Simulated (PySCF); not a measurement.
Species: C6H11NO.
Atom-mapped SMILES: `[H]/[N:7]=[C:6]1\[CH2:5][CH2:4][C@@H:3]([O:2][CH3:1])[CH2:8]1` (hydrogens: H9, H10, H11 on C1; H12 on C3; H13, H14 on C4; H15, H16 on C5; H17 on N7; H18, H19 on C8)

Geometry (GFN2-xTB, Å), atoms numbered from 1 in this order:
```
atom  x, y, z in Å
C1     2.6640   -0.7071   -0.6545
O2     1.6698   -0.8459    0.3284
C3     0.6219    0.0892    0.2260
C4    -0.2838   -0.0319    1.4576
C5    -1.6115    0.5752    1.0156
C6    -1.6698    0.3489   -0.4799
N7    -2.6245    0.5408   -1.2710
C8    -0.3373   -0.1543   -0.9516
H9     2.2775   -0.9185   -1.6576
H10    3.4410   -1.4286   -0.4090
H11    3.0904    0.3040   -0.6472
H12    1.0412    1.1076    0.1563
H13    0.1441    0.4602    2.3289
H14   -0.3960   -1.0928    1.6833
H15   -1.6283    1.6533    1.1992
H16   -2.4727    0.1381    1.5224
H17   -3.4849    0.8734   -0.8401
H18   -0.0390    0.3270   -1.8811
H19   -0.4119   -1.2295   -1.1332
```

Computed, not measured: PBE0/def2-SVPD in PySCF (dipole) on a GFN2-xTB geometry, gas phase.

Take the most abundant isotopes and a rigid rotor. The values belong to one conformer with, in the numbering `[H]/[N:7]=[C:6]1\[CH2:5][CH2:4][C@@H:3]([O:2][CH3:1])[CH2:8]1`, C1–O2–C3–C4 -172°, O2–C3–C4–C5 -159°, C3–C4–C5–C6 28°, C4–C5–C6–N7 172°, C5–C6–C8–C3 -13°.

Question: Give the principal moments of inertia and the rotational constants in MHz.

Answer: Ia = 114.06, Ib = 383.33, Ic = 473.37 u·Å²; 505379 MHz·u·Å²/I gives A = 4431, B = 1318, C = 1068 MHz.

Question: Classify the top.

Answer: An asymmetric top. Ray's parameter κ = (2B − A − C)/(A − C) = -0.851; −1 is the prolate and +1 the oblate limit.

Question: Is it planar, by Δ = Ic − Ia − Ib?

Answer: Not planar: Δ = Ic − Ia − Ib = -24.02 u·Å². For a rigid frame Δ = −2 Σ m c², so Σ m c² = 12.01 u·Å² lies off the ab plane: 8.48 from hydrogen and 3.53 from heavier atoms. The atom farthest from that plane is 1.41 Å away.

Question: Give the other two planar moments, Paa and Pbb, and the rms extents of the mass along the axes.

Answer: Paa = Σ m a² = (Ib + Ic − Ia)/2 = 371.32 and Pbb = Σ m b² = (Ia + Ic − Ib)/2 = 102.05 u·Å². With the mass M = 113.08 u, the rms extents √(P/M) along a, b and c are 1.81, 0.95, 0.33 Å.

Question: Where do the levels up to J = 4 lie, in K?

Answer: Above 0(0,0), as E/k:
J = 1: 1(0,1) 0.115, 1(1,1) 0.264, 1(1,0) 0.276
J = 2: 2(0,2) 0.343, 2(1,2) 0.481, 2(1,1) 0.517, 2(2,1) 0.965, 2(2,0) 0.966
J = 3: 3(0,3) 0.684, 3(1,3) 0.806, 3(1,2) 0.878, 3(2,2) 1.309, 3(2,1) 1.312, 3(3,1) 2.086, 3(3,0) 2.086
J = 4: 4(0,4) 1.135, 4(1,4) 1.239, 4(1,3) 1.359, 4(2,3) 1.766, 4(2,2) 1.776, 4(3,2) 2.545, 4(3,1) 2.546, 4(4,1) 3.632, 4(4,0) 3.632
The levels of one J sum to (2J + 1)J(J + 1)(A + B + C)/3.

Question: Predict some low-J microwave lines.

Answer: The dipole components are |μa| = 0.54 D, |μb| = 1.36 D, |μc| = 0.95 D. The squared components, which scale the intensities, stand as 0.15 : 1.00 : 0.48 (a : b : c). Some lines, for components of 0.1 D or more:

```csv
type,branch,"J(Ka,Kc)",MHz,lower level (cm⁻¹)
a,Q,"2(1,1) ← 2(1,2)",752,0.334
b,R,"2(0,2) ← 1(1,1)",1645,0.183
a,R,"1(0,1) ← 0(0,0)",2386,0.000
c,Q,"2(1,2) ← 2(0,2)",2876,0.238
c,Q,"1(1,1) ← 1(0,1)",3112,0.080
b,Q,"1(1,0) ← 1(0,1)",3363,0.080
b,Q,"2(1,1) ← 2(0,2)",3629,0.238
a,R,"2(1,2) ← 1(1,1)",4521,0.183
a,R,"2(0,2) ← 1(0,1)",4758,0.080
a,R,"2(1,1) ← 1(1,0)",5023,0.192
b,R,"1(1,1) ← 0(0,0)",5498,0.000
c,R,"1(1,0) ← 0(0,0)",5749,0.000
b,R,"2(1,2) ← 1(0,1)",7634,0.080
c,R,"2(1,1) ← 1(0,1)",8386,0.080
c,Q,"2(2,1) ← 2(1,1)",9337,0.359
b,Q,"2(2,0) ← 2(1,1)",9352,0.359
b,Q,"2(2,1) ← 2(1,2)",10090,0.334
b,R,"2(2,1) ← 1(1,0)",14360,0.192
c,R,"2(2,0) ← 1(1,0)",14375,0.192
c,R,"2(2,1) ← 1(1,1)",14611,0.183
b,R,"2(2,0) ← 1(1,1)",14625,0.183
```

Question: Estimate the classical rotational partition function at 10 K, 298.15 K and 500 K.

Answer: Point group C1, symmetry number σ = 1; q = (√π/σ)·√((kT/h)³/(ABC)), k/h = 20836.6 MHz/K: 2130 at 10 K, 348000 at 298.15 K, 755000 at 500 K.

Not checked by GFN2-xTB frequencies. Constants of a rigid frame at the computed geometry: no zero-point averaging, no centrifugal distortion. A rigid rotor knows nothing of internal rotation, which can split or shift real lines. Quadrupole hyperfine structure (14N) is left out.
